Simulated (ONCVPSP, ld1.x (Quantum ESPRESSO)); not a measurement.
# Hardness and transferability of assorted potentials

Generated with ld1.x 7.5 (TM, RRKJ, ultrasoft, PAW), atompaw 4.2 or ONCVPSP 4.0.1. The cutoff is in Ry: for ld1.x and atompaw files where the sum of valence levels is converged to 10 mRy in a Bessel basis, for ONCV files where the hardest occupied wave has 1 mHa per electron of residual kinetic energy. The error is the largest all-electron minus pseudo excitation energy over each file’s own four to seven test configurations (ionisations up to +4, promotions, holes and added fractions of an electron), all of which were solved. The labels leave out finer settings (local radius, basis sizes, second energies), which also bear on the numbers. Spin-polarised tests are not counted. The rows are a selection from randomly drawn settings: files with unsolved tests, undetermined cutoffs or missed reference levels are left out.

A true bound ghost makes a file unfit for plane-wave use even where its test errors are small: the radial tests pick states by their node count and pass the ghost by.

| element | potential | cutoff (Ry) | largest error (meV) | bound ghosts |
| --- | --- | --- | --- | --- |
| Li | ONCV, PBE, non-relativistic, rc 1.20/0.90/1.20 (spd), local smoothed, core correction no, reference 1s2 2s1, qcut 7.6/8.8/6.8, projectors 2/1/1 | 56 | +1467 | none |
| Li | TM, PBE, non-relativistic, rc 3.35/4.20 (sp), local s, core correction no, reference 2s1 2p0 | 6 | +4.6 | none |
| O | ONCV, LDA (Perdew-Wang 92), scalar-relativistic, rc 0.90/1.95 (sp), local smoothed, core correction yes, reference 2s1 2p5, qcut 8.4/7.8, projectors 2/2 | 68 | +7293 | none |
| Fe | ONCV, LDA (Perdew-Wang 92), scalar-relativistic, rc 2.15/2.05/1.20 (spd), local smoothed, core correction yes, reference 3d6 4s2, qcut 3.7/3.3/9.5, projectors 2/1/3 | 408 | -214 | s, p |
| Nb | TM, PBE, scalar-relativistic, rc 1.60/1.82/2.10 (spd), local smoothed, core correction no, reference 4s2 4p6 4d2 5s0 5p0 | 55 | +121 | none |
| In | PAW, LDA (PZ), scalar-relativistic, rc 2.05/1.80/1.45 (spd), local smoothed, core correction yes, reference 4p6 4d10 5s2 5p1 | 70 | -11 | none |
| W | ONCV, PBE, scalar-relativistic, rc 1.85/1.75/1.90 (spd), local p, core correction yes, reference 5s2 5p6 5d4, qcut 7.6/6.4/5.5, projectors 3/0/3 | 42 | -12 | none |
| Pb | ultrasoft, PBE, scalar-relativistic, rc 2.10/2.35/1.20 (spd), local smoothed, core correction no, reference 5d10 6s1 6p3 | 80 | -73 | s, p |

Task: Fill in the row for Eu: TM, LDA (PZ), fully relativistic, rc 3.00/3.70/2.40/3.75 (spdf), local p, core correction no, reference 5d1 6s1 6p0.

Result: cutoff 15 Ry, largest error +181 meV, bound ghosts: none.
